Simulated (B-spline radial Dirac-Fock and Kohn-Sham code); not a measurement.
**Lu³⁺: non-radiative channels of the 3d3/2 vacancy**

System: Lu³⁺, configuration [Xe] 4f14, inside a Watson sphere of charge -3 and radius 1.8 Å (a model of the Madelung potential; inside it an electron's potential energy is raised by 24.0 eV).

Level of theory: a relativistic independent-particle model: LDA orbitals of the hole state, radiative multipoles to third order, Auger rates from the Coulomb interaction with a continuum orbital, Dirac-Fock energies; a radial finite-basis atomic code. Kinetic energies are configuration averages from the vacuum level; the two-hole energies are estimated from single-hole states.

| transition | kinetic energy (eV) | width (meV) | share (%) |
| --- | --- | --- | --- |
| M4-M5N6 | 7.03 | 709 | 30.4 |
| M4-M5N7 | 9.34 | 117 | 5.0 |
| M4-N3N4 | 1031.1 | 138 | 5.9 |
| M4-N4N4 | 1187.0 | 120 | 5.2 |
| M4-N4N5 | 1196.4 | 242 | 10.4 |
| M4-N4N7 | 1391.0 | 128 | 5.5 |
| M4-N4N6 | 1391.8 | 103 | 4.4 |
| M4-N5N6 | 1399.6 | 109 | 4.7 |
| M4-N6N6 | 1593.0 | 86.8 | 3.7 |
| M4-N6N7 | 1593.9 | 253 | 10.8 |

Coster-Kronig rates are the weakest part of this model and often come out 1.5 to 2.5 times too large. Channels within a few eV of threshold rest on estimated energies and may be closed in reality. The listed channels hold 86 % of the non-radiative rate. Summed by principal shells, of 2.33 eV in all: MNN 62.2 %, MMN 35.4 %, MNO 2.3 %.

Values without a named source are computed, but for edge energies of neutral atoms, which are taken from tables.
